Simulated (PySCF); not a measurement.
CaC⁺: energy against distance

Set-up: basis Ca 6-311G(d,p), C 6-311G(d,p); no relativity; PySCF 2.14. Energies in eV from Ca⁺ + C in their ground configurations at the same level. All curves are PBE0. state 1: ⁴Σ⁻ (quartet), unpaired electrons σ ↑, π ↑↑; state 2: Ms = 0.5 determinant of mixed spin (⟨S²⟩ near 1.8), unpaired electrons σ ↑, π ↑↓, a mixture of terms (⟨Lz²⟩ = 2.0), a second solution, started from another occupation; state 3: Ms = 0.5 determinant of mixed spin (⟨S²⟩ near 1.8), unpaired electrons σ ↓, π ↑↑, a second solution, started from another occupation; state 4: ²Π (doublet), unpaired electrons π ↑, a second solution, started from another occupation.

```tsv
R (Å)	state 1	state 2	state 3	state 4
1.865	-1.739	-0.999	-0.985	0.8670
1.951	-2.166	-1.419	-1.389	0.1902
2.038	-2.410	-1.660	-1.619	-0.2879
2.103	-2.500	-1.749	-1.703	-0.5434
2.168	-2.525	-1.774	-1.727	-0.7276
2.233	-2.500	-1.750	-1.704	-0.8543
2.320	-2.405	-1.658	-1.617	-0.9529
2.428	-2.219	-1.478	-1.448	-0.9924
2.558	-1.938	-1.206	-1.200	-0.9609
2.732	-1.525	-0.812	-0.861	-0.8539
```

Q: Put a parabola through the three lowest points of the state 1 curve and estimate Re, k and ωe (reduced mass 9.229 u; 1 eV/Å² = 0.16022 mdyn/Å; ωe = 1302.8·√(k/μ) cm⁻¹).

A: Through R = 2.103, 2.168, 2.233 Å the second-order coefficient is 5.92 eV/Å², so Re ≈ 2.168 Å, k ≈ 1.90 mdyn/Å and ωe ≈ 591 cm⁻¹. A polynomial fit of higher order to the unrounded PBE0 energies gives Re = 2.166 Å, k = 1.94 mdyn/Å, ωe = 597 cm⁻¹; anharmonicity and rounding make the difference.

The higher-order fit for each curve: state 1: Re = 2.166 Å, ωe = 597 cm⁻¹, De = 2.53 eV; state 2: Re = 2.166 Å, ωe = 590 cm⁻¹, minimum 1.77 eV below the ground-state fragments; state 3: Re = 2.166 Å, ωe = 577 cm⁻¹, minimum 1.73 eV below the ground-state fragments; state 4: Re = 2.435 Å, ωe = 385 cm⁻¹, minimum 0.99 eV below the ground-state fragments.

⟨S²⟩ of the unrestricted solution departs from its pure value on part of the curve, where spin states mix. For an ion De counts to the pair picked by the measured ionisation energies or electron affinities, which need not be the lowest pair at this level. The state is the lowest determinant that a PBE0 search found; another state may lie lower at other levels.
